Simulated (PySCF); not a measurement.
C₃H₈O₂Si, SMILES COC(=O)C[SiH3], GFN2-xTB optimised geometry.

```
14

C      1.21     1.37    -0.01
O      0.59     0.10     0.00
C     -0.76     0.10     0.00
O     -1.41     1.11     0.00
C     -1.29    -1.29    -0.06
Si    -1.39    -1.79    -1.91
H      0.96     1.91    -0.93
H      2.28     1.19     0.04
H      0.88     1.96     0.84
H     -2.28    -1.31     0.38
H     -0.63    -1.96     0.47
H     -1.94    -3.15    -1.95
H     -0.04    -1.77    -2.47
H     -2.25    -0.86    -2.62
```

Density from CAM-B3LYP/def2-TZVP (PySCF) at that geometry.

Minimum of the electron density along straight lines between bonded atoms, close to the bond critical point (lines longer than 1.1 times the sum of covalent radii, or with two minima, are not listed):

```
bond     length / Å  ρ at the minimum / e bohr⁻³  ∇²ρ there / e bohr⁻⁵  position (fraction from the first atom)
-------  ----------  ---------------------------  --------------------  ---------------------------------------
C1–O2         1.419                        0.252                 -0.49                                     0.35
O2–C3         1.347                   (withheld)                 -0.74                                     0.65
C3–O4         1.204                   (withheld)            (withheld)                                     0.34
C3–C5         1.485                        0.272                 -0.74                                     0.53
C5–Si6        1.915                        0.113                  0.13                                     0.61
C1–H7         1.092                        0.286                 -1.02                                     0.65
C1–H8         1.087                        0.289                 -1.04                                     0.65
C1–H9         1.092                        0.286                 -1.02                                     0.65
C5–H10        1.087                        0.279                 -0.96                                     0.65
C5–H11        1.087                        0.278                 -0.95                                     0.64
Si6–H12       1.464                        0.126                  0.17                                     0.49
Si6–H13       1.463                        0.126                  0.17                                     0.49
Si6–H14       1.461                        0.127                  0.17                                     0.49
```

Problem. Fill in the missing entries.

Solution. 
- O2–C3, ρ at the minimum / e bohr⁻³: 0.310
- C3–O4, ρ at the minimum / e bohr⁻³: 0.435
- C3–O4, ∇²ρ there / e bohr⁻⁵: -0.32
